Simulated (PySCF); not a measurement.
Compound: (LiOH)2 ring, H2Li2O2.
Bonds: Li1–O2, Li1–O4, O2–Li3, Li3–O4. Hydrogens: H5 on O2; H6 on O4.

Method used: PBE0-D3(BJ)/def2-SVP geometry optimisation, gas phase in PySCF.

(1) Give the optimised bond lengths and angles.

## Answers

(1) 
```tsv
bond	length (bohr)
Li1–O2 and 3 like bonds	3.321
O2–H5, O4–H6	1.805
```

Bonds in one row agree within 0.02 bohr and their mean is given. A selection of angles:
```tsv
angle	degrees
O2–Li1–O4	101.3
Li1–O2–Li3	78.7
Li1–O2–H5	140.7
```

Dihedral angles: O4–Li1–O2–Li3 0° (synperiplanar); O2–Li1–O4–Li3 0° (synperiplanar); Li1–O2–Li3–O4 0° (synperiplanar); O2–Li3–O4–Li1 0° (synperiplanar).

All 4 Li–O bonds measure 1.757 to 1.758 Å. O2 (oxygen bonded to 2 Li and H) is planar (angles 140.7°, 140.6° and 78.7°, sum 360.0°, 0.00 Å off the plane of its three neighbours). The 4 heavy atoms lie in one plane (0.000 Å rms).

Point group: D2h (every atom within 0.08 Å of its image). No frequency check. The numbers are those of one conformer.
